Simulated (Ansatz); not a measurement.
A short molecular-dynamics run on Si₂₂H₂₈, a nanocrystal cut from cubic silicon.

```yaml
crystal:
  periodic: [false, false, false]
  atoms:
    - {symbol: Si, position_ang: [-3.609462, -0.897572, -1.824087]}
    - {symbol: Si, position_ang: [-3.607409, 1.826913, 0.899144]}
    - {symbol: Si, position_ang: [-0.899175, -0.899060, -4.549528]}
    - {symbol: Si, position_ang: [-0.902638, -3.608766, -1.822267]}
    - {symbol: Si, position_ang: [-0.892656, -0.891777, 0.893708]}
    - {symbol: Si, position_ang: [1.822621, -3.609438, 0.900177]}
    - {symbol: Si, position_ang: [1.811806, -0.892323, -1.812906]}
    - {symbol: Si, position_ang: [1.825705, -0.898636, 3.608708]}
    - {symbol: Si, position_ang: [-0.889906, 1.812263, -1.813174]}
    - {symbol: Si, position_ang: [-0.895032, 4.550465, 0.896025]}
    - {symbol: Si, position_ang: [1.814260, 1.812168, 0.889434]}
    - {symbol: Si, position_ang: [-0.897203, 1.826793, 3.608273]}
    - {symbol: Si, position_ang: [4.549539, -0.900241, 0.896899]}
    - {symbol: Si, position_ang: [-2.261346, -2.259385, -3.192901]}
    - {symbol: Si, position_ang: [-2.257109, 0.460688, -0.459430]}
    - {symbol: Si, position_ang: [-2.257025, 3.195940, 2.258529]}
    - {symbol: Si, position_ang: [0.458865, 0.457732, -3.186392]}
    - {symbol: Si, position_ang: [0.458490, -2.257784, -0.459163]}
    - {symbol: Si, position_ang: [0.461193, 0.460822, 2.257487]}
    - {symbol: Si, position_ang: [3.193251, -2.260491, 2.259386]}
    - {symbol: Si, position_ang: [3.186157, 0.457254, -0.460293]}
    - {symbol: Si, position_ang: [0.461127, 3.185342, -0.460744]}
    - {symbol: H, position_ang: [-4.496023, -0.021744, -2.675585]}
    - {symbol: H, position_ang: [-4.492465, -1.756952, -0.952425]}
    - {symbol: H, position_ang: [-4.489641, 0.955811, 1.759895]}
    - {symbol: H, position_ang: [-4.494760, 2.678478, 0.024180]}
    - {symbol: H, position_ang: [-1.763227, -0.034296, -5.434456]}
    - {symbol: H, position_ang: [-0.035493, -1.763846, -5.434782]}
    - {symbol: H, position_ang: [-1.764272, -4.487901, -0.948906]}
    - {symbol: H, position_ang: [-0.029348, -4.499249, -2.672265]}
    - {symbol: H, position_ang: [-1.765554, -1.763756, 1.766844]}
    - {symbol: H, position_ang: [0.950090, -4.490097, 1.761089]}
    - {symbol: H, position_ang: [2.673091, -4.498390, 0.025782]}
    - {symbol: H, position_ang: [2.674770, -1.784972, -2.676013]}
    - {symbol: H, position_ang: [0.953522, -1.757953, 4.491253]}
    - {symbol: H, position_ang: [2.678220, -0.024203, 4.495673]}
    - {symbol: H, position_ang: [-1.781553, 2.676034, -2.676518]}
    - {symbol: H, position_ang: [-1.758827, 5.435761, 0.031393]}
    - {symbol: H, position_ang: [-0.030062, 5.435578, 1.759663]}
    - {symbol: H, position_ang: [2.678611, 2.675645, 1.780365]}
    - {symbol: H, position_ang: [-1.757905, 0.955386, 4.490243]}
    - {symbol: H, position_ang: [-0.022297, 2.678260, 4.495783]}
    - {symbol: H, position_ang: [5.434110, -1.765148, 0.032626]}
    - {symbol: H, position_ang: [5.435357, -0.036070, 1.760628]}
    - {symbol: H, position_ang: [-3.134535, -3.131800, -4.066647]}
    - {symbol: H, position_ang: [-3.128844, 4.071102, 3.130911]}
    - {symbol: H, position_ang: [1.342345, 1.340263, -4.039021]}
    - {symbol: H, position_ang: [4.067335, -3.133222, 3.131938]}
    - {symbol: H, position_ang: [4.038725, 1.339622, -1.344016]}
    - {symbol: H, position_ang: [1.344548, 4.036750, -1.344526]}
basis:
  gaussian: {orbitals: "6-31G*", fitting: {mean_field: def2-universal-jkfit}}
hamiltonian: {xc: {name: r2SCAN}, dispersion: d4}
md: {timestep: 1 fs, n_steps: 25, ensemble: nvt_nose_hoover, temperature: 700, initial_velocities: maxwell_boltzmann, seed: 312}
scf: {omitted_lower_state_checks: [starts]}
```

```sh
$ ansatz run in.yaml --threads 2 --pin off --events-out ev --progress --plain --max-ram 32768MiB --backend cuda --devices 0, --max-vram 18GiB
```

```
step  time (fs)  potential energy (eV)  kinetic (eV)  T (K)  conserved (eV)
   0        0.0           -173747.8954        4.3431    700    -173743.5523
   1        1.0           -173747.7844        4.2352    683    -173743.5491
   2        2.0           -173747.5178        3.9757    641    -173743.5421
   3        3.0           -173747.2040        3.6691    591    -173743.5350
   4        4.0           -173746.9520        3.4201    551    -173743.5322
   5        5.0           -173746.8035        3.2685    527    -173743.5356
   6        6.0           -173746.7082        3.1672    510    -173743.5421
   7        7.0           -173746.5679        3.0227    487    -173743.5469
   8        8.0           -173746.3076        2.7629    445    -173743.5472
   9        9.0           -173745.9238        2.3849    384    -173743.5423
  10       10.0           -173745.4947        1.9648    317    -173743.5342
  11       11.0           -173745.1463        1.6238    262    -173743.5277
  12       12.0           -173744.9773        1.4560    235    -173743.5275
  13       13.0           -173744.9901        1.4639    236    -173743.5336
  14       14.0           -173745.0920        1.5595    251    -173743.5412
  15       15.0           -173745.1654        1.6305    263    -173743.5454
  16       16.0           -173745.1435        1.6116    260    -173743.5443
  17       17.0           -173745.0422        1.5179    245    -173743.5387
  18       18.0           -173744.9469        1.4315    231    -173743.5320
  19       19.0           -173744.9596        1.4494    234    -173743.5290
  20       20.0           -173745.1256        1.6149    260    -173743.5322
  21       21.0           -173745.3965        1.8818    303    -173743.5394
  22       22.0           -173745.6624        2.1453    346    -173743.5458
  23       23.0           -173745.8239        2.3091    372    -173743.5480
  24       24.0           -173745.8457        2.3389    377    -173743.5451
  25       25.0           -173745.7735        2.2785    367    -173743.5385
```

Velocities are drawn at the set temperature; a run this short doesn't reach equilibrium.

The 6-31G sets use Cartesian d functions.

Frames (Å, forces in eV/Å):

```xyz
50
time=0.0 fs
Si   -3.609   -0.898   -1.824   -0.161   -0.027   -0.024
Si   -3.607    1.827    0.899   -0.161    0.025    0.027
Si   -0.899   -0.899   -4.550   -0.005   -0.005   -0.169
Si   -0.903   -3.609   -1.822   -0.027   -0.161   -0.024
Si   -0.893   -0.892    0.894   -0.077   -0.076    0.076
Si    1.823   -3.609    0.900    0.024   -0.161    0.027
Si    1.812   -0.892   -1.813    0.104   -0.029   -0.104
Si    1.826   -0.899    3.609    0.024   -0.027    0.161
Si   -0.890    1.812   -1.813   -0.029    0.104   -0.104
Si   -0.895    4.550    0.896   -0.004    0.169    0.004
Si    1.814    1.812    0.889    0.104    0.104    0.029
Si   -0.897    1.827    3.608   -0.027    0.024    0.161
Si    4.550   -0.900    0.897    0.169   -0.005    0.005
Si   -2.261   -2.259   -3.193   -0.095   -0.095   -0.097
Si   -2.257    0.461   -0.459   -0.128    0.006   -0.006
Si   -2.257    3.196    2.259   -0.095    0.097    0.095
Si    0.459    0.458   -3.186    0.061    0.061   -0.155
Si    0.458   -2.258   -0.459    0.006   -0.128   -0.006
Si    0.461    0.461    2.257    0.006    0.006    0.127
Si    3.193   -2.260    2.259    0.097   -0.095    0.095
Si    3.186    0.457   -0.460    0.156    0.060   -0.061
Si    0.461    3.185   -0.461    0.060    0.156   -0.061
H    -4.496   -0.022   -2.676    0.123   -0.147    0.145
H    -4.492   -1.757   -0.952    0.122    0.148   -0.146
H    -4.490    0.956    1.760    0.122    0.146   -0.148
H    -4.495    2.678    0.024    0.123   -0.145    0.147
H    -1.763   -0.034   -5.434    0.144   -0.146    0.122
H    -0.035   -1.764   -5.435   -0.145    0.144    0.122
H    -1.764   -4.488   -0.949    0.148    0.121   -0.146
H    -0.029   -4.499   -2.672   -0.147    0.123    0.145
H    -1.766   -1.764    1.767    0.118    0.118   -0.117
H     0.950   -4.490    1.761    0.146    0.122   -0.148
H     2.673   -4.498    0.026   -0.145    0.123    0.147
H     2.675   -1.785   -2.676   -0.123    0.124    0.122
H     0.954   -1.758    4.491    0.146    0.148   -0.122
H     2.678   -0.024    4.496   -0.145   -0.147   -0.123
H    -1.782    2.676   -2.677    0.123   -0.123    0.122
H    -1.759    5.436    0.031    0.144   -0.122    0.145
H    -0.030    5.436    1.760   -0.145   -0.122   -0.144
H     2.679    2.676    1.780   -0.123   -0.123   -0.123
H    -1.758    0.955    4.490    0.148    0.146   -0.122
H    -0.022    2.678    4.496   -0.147   -0.145   -0.123
H     5.434   -1.765    0.033   -0.122    0.144    0.145
H     5.435   -0.036    1.761   -0.122   -0.145   -0.144
H    -3.135   -3.132   -4.067    0.126    0.126    0.123
H    -3.129    4.071    3.131    0.126   -0.124   -0.126
H     1.342    1.340   -4.039   -0.126   -0.126    0.122
H     4.067   -3.133    3.132   -0.124    0.126   -0.126
H     4.039    1.340   -1.344   -0.122   -0.126    0.126
H     1.345    4.037   -1.345   -0.126   -0.122    0.126
50
time=8.0 fs
Si   -3.574   -0.913   -1.810   -1.250   -0.202   -0.016
Si   -3.598    1.870    0.885   -0.633   -0.392    0.046
Si   -0.871   -0.897   -4.551   -1.600   -0.502   -0.124
Si   -0.897   -3.638   -1.858   -0.077    0.300    0.543
Si   -0.926   -0.901    0.905    0.797    0.179   -0.082
Si    1.831   -3.633    0.860    0.382    1.277    0.134
Si    1.801   -0.908   -1.829    0.363    0.727    0.183
Si    1.835   -0.892    3.620   -0.405   -0.133    0.006
Si   -0.912    1.835   -1.755    0.575   -0.034   -0.463
Si   -0.863    4.524    0.849   -0.286   -0.331    0.161
Si    1.831    1.751    0.845    0.163    0.756    1.003
Si   -0.945    1.812    3.633    0.510   -0.027    0.143
Si    4.537   -0.853    0.918    0.543   -0.560    0.259
Si   -2.295   -2.219   -3.141    0.776   -0.669   -0.412
Si   -2.295    0.424   -0.490   -0.093    0.767    0.831
Si   -2.219    3.133    2.206    0.405    1.579    0.390
Si    0.439    0.476   -3.238    0.238   -0.035    0.554
Si    0.480   -2.224   -0.484   -0.564   -0.533    0.105
Si    0.476    0.484    2.305   -0.327   -0.105   -0.138
Si    3.167   -2.181    2.256   -0.203   -0.267    0.036
Si    3.194    0.460   -0.388   -0.319   -0.943   -1.786
Si    0.483    3.172   -0.413    0.305   -0.060   -0.810
H    -4.653   -0.324   -2.666    0.267    0.473   -0.044
H    -4.445   -1.822   -1.007    0.200   -0.134    0.317
H    -4.546    1.199    1.826    0.116   -0.376   -0.049
H    -4.539    2.674    0.072    0.056    0.295   -0.305
H    -2.051   -0.264   -5.276    0.538    0.283    0.099
H    -0.192   -1.684   -5.620    0.222   -0.074    0.149
H    -1.409   -4.545   -0.766   -0.330    0.051   -0.378
H    -0.192   -4.498   -2.844    0.323   -0.064    0.021
H    -1.668   -1.811    1.819   -0.286   -0.032    0.026
H     1.020   -4.503    1.740   -0.056   -0.301   -0.008
H     2.753   -4.327   -0.073    0.025   -0.360    0.025
H     2.577   -1.929   -2.589    0.162    0.063   -0.241
H     0.993   -1.835    4.417   -0.130    0.077    0.072
H     2.662   -0.121    4.583    0.072    0.171    0.059
H    -1.621    2.889   -2.568   -0.201   -0.312    0.050
H    -1.642    5.405   -0.097    0.029   -0.119    0.310
H    -0.083    5.324    1.818    0.163    0.313    0.030
H     2.967    2.454    1.592   -0.623    0.101    0.075
H    -1.680    0.958    4.597   -0.420   -0.287   -0.188
H    -0.191    2.637    4.625    0.218    0.248   -0.248
H     5.161   -1.980    0.151    0.258    0.337   -0.249
H     5.610   -0.004    1.572   -0.296   -0.333   -0.021
H    -3.393   -2.871   -3.935    0.295   -0.211   -0.119
H    -2.680    4.334    3.047   -0.483   -0.694   -0.184
H     1.364    1.163   -4.190   -0.004    0.332    0.129
H     3.966   -2.937    3.266    0.216   -0.238   -0.106
H     4.002    1.359   -1.256    0.141    0.142   -0.066
H     1.149    3.977   -1.506    0.230   -0.144    0.279
50
time=16.0 fs
Si   -3.566   -0.932   -1.795   -1.823   -0.200    0.387
Si   -3.603    1.907    0.869   -1.312   -0.512   -0.149
Si   -0.873   -0.907   -4.553   -1.371   -0.730    0.254
Si   -0.890   -3.662   -1.885    0.338    0.433    0.032
Si   -0.945   -0.908    0.917    0.753    0.109    0.149
Si    1.847   -3.633    0.822    0.508    0.909    0.200
Si    1.799   -0.909   -1.843    0.743    0.728   -0.256
Si    1.836   -0.888    3.634   -0.680    0.172    0.560
Si   -0.921    1.856   -1.705    0.694   -0.546   -0.560
Si   -0.833    4.492    0.810    0.229    0.192    1.290
Si    1.847    1.704    0.819   -0.707    0.989    1.524
Si   -0.983    1.795    3.662    0.613    0.027    0.545
Si    4.533   -0.820    0.941    0.369   -1.299   -0.170
Si   -2.311   -2.194   -3.098    1.192   -1.266   -1.070
Si   -2.335    0.404   -0.504    0.360    1.308    1.327
Si   -2.173    3.099    2.159    0.609    1.263    0.194
Si    0.424    0.495   -3.279    0.405    0.070    0.953
Si    0.489   -2.201   -0.507   -0.940   -0.861    0.300
Si    0.485    0.506    2.349   -0.496   -0.215   -0.435
Si    3.139   -2.109    2.254    0.238   -1.106    0.204
Si    3.197    0.444   -0.354    0.177   -0.737   -3.041
Si    0.511    3.155   -0.379    0.642   -0.311   -1.490
H    -4.666   -0.388   -2.661    0.205    0.331    0.156
H    -4.283   -1.927   -0.916    0.099    0.151    0.007
H    -4.555    1.250    1.869    0.312   -0.063   -0.499
H    -4.501    2.777    0.007    0.346   -0.152    0.151
H    -2.095   -0.286   -5.128    0.081    0.576   -0.329
H    -0.240   -1.631   -5.697    0.160   -0.083    0.209
H    -1.257   -4.590   -0.781   -0.560   -0.201   -0.143
H    -0.212   -4.488   -2.959    0.142    0.227    0.380
H    -1.693   -1.837    1.844   -0.066    0.187   -0.235
H     1.099   -4.627    1.669    0.100    0.153   -0.193
H     2.808   -4.315   -0.117   -0.154   -0.040    0.234
H     2.537   -2.000   -2.602   -0.012    0.433   -0.012
H     0.969   -1.857    4.380   -0.066    0.110    0.052
H     2.652   -0.153    4.661   -0.076    0.025   -0.175
H    -1.601    2.949   -2.461   -0.353   -0.146   -0.140
H    -1.575    5.370   -0.118   -0.311    0.135   -0.060
H    -0.095    5.336    1.840   -0.152   -0.129   -0.460
H     2.992    2.367    1.525   -0.250    0.408    0.384
H    -1.781    0.860    4.555    0.041    0.268   -0.425
H    -0.255    2.727    4.637   -0.203   -0.357   -0.473
H     5.021   -1.998    0.142    0.303    0.341   -0.234
H     5.694   -0.074    1.454    0.176    0.119    0.371
H    -3.502   -2.726   -3.874    0.516   -0.326   -0.109
H    -2.524    4.329    2.929   -0.874   -0.140    0.284
H     1.361    1.160   -4.246   -0.085    0.293    0.225
H     3.952   -2.845    3.301    0.035   -0.127   -0.382
H     4.018    1.432   -1.182   -0.209   -0.310    0.217
H     1.103    3.873   -1.584    0.310   -0.103    0.449
50
time=25.0 fs
Si   -3.598   -0.957   -1.768   -0.456   -0.130    0.818
Si   -3.631    1.936    0.845    1.000   -0.426   -0.664
Si   -0.913   -0.933   -4.550   -1.218    0.835   -0.029
Si   -0.877   -3.676   -1.909   -0.133    0.497    0.907
Si   -0.946   -0.910    0.932    0.615    0.620   -0.160
Si    1.878   -3.606    0.785    0.291    0.885    0.300
Si    1.813   -0.889   -1.864   -0.066    1.125   -0.098
Si    1.819   -0.878    3.662   -0.993    0.130    0.744
Si   -0.916    1.865   -1.665   -0.172   -0.521   -1.250
Si   -0.799    4.459    0.791   -1.069    1.048   -0.236
Si    1.848    1.675    0.829   -0.124    1.312    2.211
Si   -1.014    1.776    3.696    0.091   -0.302   -1.788
Si    4.541   -0.813    0.963    1.479   -0.337   -0.144
Si   -2.297   -2.195   -3.076    1.232   -0.910   -1.061
Si   -2.369    0.414   -0.485    0.944    1.105    1.118
Si   -2.110    3.093    2.113   -0.671    0.769    0.783
Si    0.417    0.516   -3.299    0.225    0.145    1.201
Si    0.476   -2.198   -0.525   -0.811   -0.962    0.378
Si    0.481    0.524    2.387   -0.592   -0.470   -0.716
Si    3.112   -2.056    2.255    0.367   -1.639   -0.346
Si    3.201    0.404   -0.386   -0.260   -0.627   -1.342
Si    0.557    3.126   -0.375    0.139   -0.676   -0.908
H    -4.594   -0.234   -2.577   -0.456    0.018   -0.037
H    -4.083   -1.986   -0.773   -0.441    0.255   -0.272
H    -4.498    1.184    1.722   -0.811   -0.385    0.494
H    -4.327    2.873   -0.047   -0.412    0.207   -0.207
H    -1.995    0.021   -5.143    0.700   -0.593    0.047
H    -0.187   -1.638   -5.658   -0.127   -0.032    0.175
H    -1.444   -4.720   -0.955   -0.044    0.375   -0.401
H    -0.080   -4.394   -2.918    0.333   -0.168   -0.211
H    -1.801   -1.797    1.767   -0.040   -0.164    0.091
H     1.200   -4.713    1.521   -0.217    0.204    0.204
H     2.832   -4.354   -0.071    0.250    0.112   -0.194
H     2.550   -1.869   -2.682    0.368   -0.210   -0.264
H     0.885   -1.827    4.390    0.266    0.208   -0.073
H     2.627   -0.139    4.681   -0.009    0.011   -0.046
H    -1.795    2.889   -2.413    0.357   -0.468    0.217
H    -1.667    5.363   -0.130    0.437   -0.666    0.501
H    -0.107    5.372    1.692    0.429    0.464    0.427
H     2.838    2.533    1.697   -0.606   -0.463   -0.476
H    -1.947    0.838    4.327   -0.249   -0.154    0.457
H    -0.334    2.729    4.521    0.509    0.545    1.048
H     5.073   -1.812   -0.020    0.160   -0.096    0.084
H     5.820   -0.130    1.532   -1.035   -0.291   -0.134
H    -3.339   -2.821   -3.920   -0.087   -0.453   -0.340
H    -2.869    4.144    2.921    0.033   -0.294   -0.154
H     1.313    1.362   -4.172   -0.148   -0.064    0.143
H     3.996   -2.867    3.139    0.113   -0.250    0.101
H     3.995    1.415   -1.074    0.420    0.461   -0.601
H     1.306    3.764   -1.462    0.489    0.421   -0.296
```

It took 3.6 min on 2 threads of AMD EPYC 7R13 on a shared host and a share (18 GiB) of an NVIDIA H100 80GB HBM3, peak host memory 1.2 GiB.
